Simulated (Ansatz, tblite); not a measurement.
Removing an electron: (FAlNH)4 cubane (Al4N4F4H4). Charge 0, multiplicity 1. Geometry: PBE-D4/def2-SVP. Ansatz, gas phase; energy differences of separate SCF runs; the oxidised species was run as a doublet alone.

```xyz
16

Al    1.115    0.782   -0.969
F     2.234    1.567   -1.942
N    -0.787    0.696   -1.308
Al   -0.770   -1.190   -0.885
F    -1.543   -2.386   -1.774
N     1.133   -1.106   -0.553
Al    0.784   -0.694    1.303
F     1.571   -1.390    2.611
N     0.773    1.195    0.889
Al   -1.129    1.102    0.551
F    -2.263    2.209    1.105
N    -1.119   -0.785    0.973
H    -1.267    1.122   -2.106
H     1.826   -1.782   -0.892
H     1.244    1.925    1.432
H    -1.803   -1.265    1.567
```

The xTB rows come from tblite. Single mean-field runs in def2-TZVP are fitted with def2-universal-jkfit. HOMO above LUMO, or a gap near zero within one spin, warns that the state may not be the lowest or that an electron is smeared out.

Question: Estimate orbital energies and vertical ionisation energies at: GFN1-xTB; GFN2-xTB; PBE-D4/def2-TZVP; PBE0-D4/def2-TZVP; ωB97M-V/def2-TZVP.

Answer: 
| level | −HOMO (eV) | vertical IE (eV) | −LUMO (eV) | HOMO–LUMO gap (eV) | remarks |
| --- | --- | --- | --- | --- | --- |
| GFN1-xTB | 10.86 | 13.43 | 7.79 | 3.07 | – |
| GFN2-xTB | 11.66 | 14.38 | 7.46 | 4.20 | – |
| PBE-D4/def2-TZVP | 7.26 | 9.88 | 2.22 | 5.04 | gap within one spin near zero (+1 doublet) |
| PBE0-D4/def2-TZVP | 8.67 | 10.46 | 1.41 | 7.27 | – |
| ωB97M-V/def2-TZVP | 10.94 | 10.77 | -0.14 | 11.08 | – |

  Raw xTB energy differences between charge states are shifted by several eV; the methods need an empirical correction for them.
